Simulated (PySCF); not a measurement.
Molecular orbitals of MnSi

PBE0 at R = 2.332 Å; PySCF, spin-free X2C with a Gaussian nucleus, basis sets Mn x2c-TZVPPall, Si x2c-TZVPPall. State: ⁸Σ⁻ (octet), unpaired electrons σ ↑, π ↑↑↑↑, δ ↑↑, a second solution, started from another occupation. Only the outer orbitals are listed, counted within each symmetry.

| spin | orbital | occ. | ε (eV) | on Mn (%) | main shells (%) |
| --- | --- | --- | --- | --- | --- |
| α | 4π | 1 | -10.95 | 98 | 98 Mn d |
| α | 4π | 1 | -10.95 | 98 | 98 Mn d |
| α | 1δ | 1 | -10.87 | 100 | 100 Mn d |
| α | 1δ | 1 | -10.87 | 100 | 100 Mn d |
| α | 10σ | 1 | -10.35 | 85 | 80 Mn d, 14 Si s |
| α | 11σ | 1 | -6.68 | 69 | 67 Mn s, 19 Si p, 11 Si s |
| α | 5π | 1 | -5.12 | 21 | 78 Si p, 19 Mn p |
| α | 5π | 1 | -5.12 | 21 | 78 Si p, 19 Mn p |
| α | 12σ | 0 | -2.53 | 51 | 50 Si p, 30 Mn p, 19 Mn s |
| α | 6π | 0 | -0.60 | 81 | 77 Mn p, 17 Si p |
| α | 6π | 0 | -0.60 | 81 | 77 Mn p, 17 Si p |
| β | 9σ | 1 | -11.19 | 16 | 82 Si s |
| β | 10σ | 1 | -5.90 | 32 | 57 Si p, 19 Mn s, 12 Mn d |
| β | 4π | 0 | -2.51 | 52 | 47 Si p, 45 Mn d |
| β | 4π | 0 | -2.51 | 52 | 47 Si p, 45 Mn d |
| β | 11σ | 0 | -2.41 | 102 | 62 Mn s, 36 Mn d |

Which are the highest filled and the lowest empty level, where do they sit, and how wide is the gap?

Highest filled α 5π at -5.12 eV (in %: 78 Si p, 19 Mn p); lowest empty α 12σ at -2.53 eV (in %: 50 Si p, 30 Mn p, 19 Mn s); the gap at PBE0 is 2.59 eV.

The bond order (Mayer) is 1.63 and the ⟨S²⟩ is 15.931. The charge on Mn (Mulliken, basis-dependent) is 0.29 and the charge on Mn (Löwdin, basis-dependent) is 0.05. The dipole moment (positive dipole means Mn(−)Si(+)) is -3.60 D.

Shares are Mulliken populations and can fall outside 0 to 100 %.
